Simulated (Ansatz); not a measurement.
Basis-set extrapolation for AlCl₃H₂S (`[SH2+][Al-]([Cl])([Cl])[Cl]`) (PBE0-D4/def2-TZVP geometry, frozen core, Ansatz). Multiplicity 1, RHF reference.

|  | def2-TZVPP | def2-QZVPP |
| --- | --- | --- |
| HF | -2019.420294 | -2019.476812 |
| MP2 correlation | -0.828652 | -0.912054 |
| CCSD(T) correlation | -0.935717 | not run |

Energies in hartree. Use E(X) = E(∞) + A·exp(−7.88·√X) for Hartree–Fock and E(X) = E(∞) + B·X^(−2.97) for correlation, with X = 3 and 4, and add CCSD(T) minus MP2 of the smaller set to the MP2 limit.

Question: What is the CCSD(T) energy at the basis-set limit?

Answer: HF limit: -2019.476812 + (-0.056518) × 0.13774 = -2019.48460. MP2 limit: -0.912054 + (-0.083402) × 0.74074 = -0.97383. Higher-order term: -0.935717 − (-0.828652) = -0.10706. Total: -2020.56549 hartree, 5.70 eV below CCSD(T)/def2-TZVPP.
